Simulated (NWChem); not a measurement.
[S]=[Ti]([CH3])[NH2] (CH5NSTi), optimised at PBE0/def2-SVP with NWChem:

- highest occupied level (eV) = -6.64
- orbital gap (eV) = 4.34
- dipole (D) = 4.54

All stand in one matching conformer (torsions within 35°), which need not be the lowest. For one or both, no frequency run checked for a minimum. def2 effective core potentials on Hf; no spin-orbit coupling.

**Question.** One Ti atom is replaced by Hf, giving [CH3][Hf](=[S])[NH2] (CH$_{5}$HfNS), optimised at the same level. How do these values move?

**Answer.** 
| quantity | new value | change |
|---|---|---|
| highest occupied level (eV) | -6.40 | +0.24 |
| orbital gap (eV) | 3.99 | -0.35 |
| dipole (D) | 6.09 | +1.55 |
